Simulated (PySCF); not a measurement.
A structure optimised at PBE-D3(BJ)/def2-SVP, used in a PySCF frequency run:

```xyz
8

F      2.4480     0.9700     0.0000
C      1.1564     1.4691     0.0000
Si    -0.1063     0.0551     0.0000
Cl     0.1273    -1.1184     1.6776
Cl     0.1273    -1.1184    -1.6776
Cl    -1.9877     0.9118     0.0000
H      0.9901     2.1049     0.8999
H      0.9901     2.1049    -0.8999
```
Charge 0, spin multiplicity 1.

**Question.** Write its SMILES, formula and point group.

**Answer.** FC[Si](Cl)(Cl)Cl, CH₂Cl₃FSi, Cs

**Question.** What are its rotational constants (standard atomic weights)?

**Answer.** 1.3594, 1.1377, 1.0644 GHz
